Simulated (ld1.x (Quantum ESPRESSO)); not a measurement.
## Which change was made? (Ce, TM)

* Element: Ce (Z = 58)
* Generator: ld1.x (Quantum ESPRESSO) 7.5
* Type: norm-conserving Troullier–Martins (Kleinman–Bylander form)
* Functional: PBEsol
* Relativity: scalar-relativistic
* Frozen core: [Kr] 4d10
* Valence charge: 12
* Reference configuration: 4f1 5s2 5p6 5d1 6s1 6p0 (charge +1)
* Partial waves: 5p (bound): rc 1.95 bohr; 5d (bound): rc 3.35 bohr; 4f (bound): rc 1.10 bohr; 5s (bound): rc 1.90 bohr
* Local potential: the s channel
* Core correction: none

Occupied shells without a wave of their own: 6s. They enter only through the test configuration that unscreens the potential.

Cutoffs, loose and tight: the cutoffs (Ry, on a coarse ladder) from which the occupation-weighted sum of valence levels, in a spherical-Bessel basis at the reference potential, stays within 10 and 1 mRy of its value at 400 Ry. They do not see the model core or the augmentation charge, which bear on the density cutoff. Test errors are all-electron minus pseudo excitation energies from the reference, over the configurations 4f1 5s2 5p6 5d1 6s2 6p0; 4f1 5s2 5p6 5d1 6s0 6p0; 4f1 5s2 5p6 5d0 6s0 6p0; 4f1 5s2 5p6 5d1 6s1 6p1; 4f0 5s2 5p6 5d0 6s0 6p0; 4f0 5s2 5p6 5d2 6s2 6p0; 4f1 5s2 5p6 5d1 6s0 6p2; variants that change the core or the reference have their own tests. The largest error is taken over the tests solved by every variant that gives reliable tests at all, those not shown here included: 4f0 5s2 5p6 5d0 6s0 6p0; 4f0 5s2 5p6 5d2 6s2 6p0; 4f1 5s2 5p6 5d0 6s0 6p0; 4f1 5s2 5p6 5d1 6s0 6p0.

The base gives: outcome: generated, misses its reference levels by 0.22 eV; cutoff, loose: 230 Ry; cutoff, tight: 260 Ry; bound ghosts: none; largest test error (meV): +449.

(1) After one change the result is: outcome: generated, misses its reference levels by 0.59 eV; cutoff, loose: 230 Ry; cutoff, tight: 260 Ry; bound ghosts: none; largest test error (meV): -1370. Which change was it?
A. wave 5s (bound): rc 1.90 bohr becomes 5s (bound): rc 2.56 bohr
B. wave 5s (bound): rc 1.90 bohr becomes 5s (bound): rc 1.94 bohr
C. wave 5s (bound): rc 1.90 bohr becomes 5s (bound): rc 2.16 bohr

Results:

(1) C. The others give: wave 5s (bound): rc 1.90 bohr becomes 5s (bound): rc 1.94 bohr → outcome: generated, misses its reference levels by 0.27 eV; cutoff, loose: 230 Ry; cutoff, tight: 260 Ry; bound ghosts: none; largest test error (meV): -524 | wave 5s (bound): rc 1.90 bohr becomes 5s (bound): rc 2.56 bohr → outcome: generated, misses its reference levels by 12.96 eV; bound ghosts: not determined; largest test error (meV): +9481.
